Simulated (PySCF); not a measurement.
A run for PySCF: R-B3LYP/6-311+G** on CH5N (SMILES CN), a point of a torsion scan.

```python
from pyscf import gto, scf, dft, mp
from pyscf.data.elements import chemcore

mol = gto.M(
    atom='''
    C    -0.57214026    0.05743784   -0.02101091
    N     0.87940201   -0.01684913   -0.07760613
    H    -1.08776633   -0.62467121   -0.71117875
    H    -0.87125204    1.07541646   -0.27583889
    H    -0.90094505   -0.15135790    0.99497294
    H     1.18909504   -0.02866628   -1.04426777
    H     1.19824985   -0.88542136    0.34108267
    ''',
    basis='6-311+g**',
    charge=0, spin=0, verbose=3, max_memory=1800)
mf = dft.RKS(mol, xc='b3lyp')
mf.conv_tol = 1e-8
mf.max_cycle = 100
mf.kernel()
if not mf.converged:
    mf = mf.newton().run(mf.mo_coeff, mf.mo_occ)
```

Program output:

```
converged SCF energy = -95.8931219650418
```

The run converged.

Cost: roughly 2.5 core-seconds.
